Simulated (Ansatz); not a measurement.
The Ge1–Ge2 bond of Ge2H6 (SMILES [GeH3][GeH3]) is stretched (multiplicity 1, the rest rigid).
Geometry at rest (charge 0, multiplicity 1):
```xyz
8

Ge    -1.214     0.095    -0.016
Ge     1.214    -0.095     0.016
H     -1.816    -0.884    -1.040
H     -1.635     1.525    -0.399
H     -1.795    -0.231     1.372
H      1.635    -1.525     0.399
H      1.816     0.884     1.040
H      1.795     0.231    -1.372
```

Cores are frozen in the correlated methods. Filled d and f shells under p-block atoms count as core.

Run with Ansatz (Gaussian orbitals). Values without a source in brackets are computed.

Energies above the point at 2.436 Å (the B3LYP-D3(BJ) bond length), FIC-MRCISD+Q on CASSCF(2,2)/cc-pVTZ (kcal/mol): 10.96 at 2.192 Å; 4.40 at 2.679 Å; 69.55 at 7.795 Å.

Take the last value as the depth D of a Morse curve D(1 − e^(−a(R − R₀)))², fit a and R₀ to the two near points, and test it at 3.288 and 4.263 Å.


With D = 69.6, both near points (counted from the curve's value at 2.436 Å) are met by a = 1.28 Å⁻¹ and R₀ = 2.453 Å, so k = 2Da² = 229 kcal/(mol Å²). The curve then gives 30.1 and 56.6 kcal/mol; the level itself gives 32.7 and 62.4, so Morse is off by -2.6 and -5.9.

Ansatz is a program for electronic structure.
